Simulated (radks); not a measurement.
Question: The table gives one normalised radial function P(r) = r R(r) of Cu4+ in [Ar] 3d7 (r in bohr). Calculated with a radial shooting solver on a logarithmic mesh with Libxc functionals: scalar-relativistic Kohn-Sham, PBEsol, spin-unpolarised, spherical densities, point nucleus.

r,P
0.003336,0.1189
0.003821,0.1338
0.004343,0.1493
0.004976,0.1673
0.005656,0.1856
0.006428,0.2054
0.007364,0.2279
0.00837,0.2503
0.009589,0.2750
0.0109,0.2989
0.01249,0.3242
0.01419,0.3474
0.01626,0.3701
0.01848,0.3886
0.021,0.4027
0.02406,0.4112
0.02735,0.4108
0.03133,0.3992
0.03561,0.3752
0.0408,0.3332
0.04637,0.2763
0.05312,0.1955
0.06038,0.1001
0.06862,-0.0128
0.07862,-0.1486
0.08936,-0.2853
0.1024,-0.4302
0.1164,-0.5544
0.1333,-0.6578
0.1515,-0.7123
0.1736,-0.7083
0.1973,-0.6340
0.2242,-0.4855
0.2569,-0.2494
0.292,0.0330
0.3345,0.3703
0.3802,0.6896
0.4356,0.9900
0.495,1.2012
0.5672,1.3222
0.6446,1.3296
0.7326,1.2416
0.8394,1.0686
0.954,0.8628
1.093,0.6348
1.242,0.4392
1.423,0.2709
1.617,0.1564
1.853,0.0780
2.106,0.0360
2.394,0.0146
2.743,0.0048
3.117,0.0014
3.571,0.0003
4.059,0.0001
4.65,0.0000
5.285,0.0000
6.055,0.0000
6.882,0.0000

Which n and l does it have? It may be an empty orbital.

Answer: n = 3, l = 0: the number of nodes gives n - l - 1 = 2, the rise at small r (about r^(l+1)) gives l, and the extent must fit the shell. The curve is that of 3s. 3s: eigenvalue -183.44 eV, 2 radial nodes at r = 0.0677, 0.288 bohr, <r> = 0.700 bohr, 90 % of the charge inside 1.04 bohr.
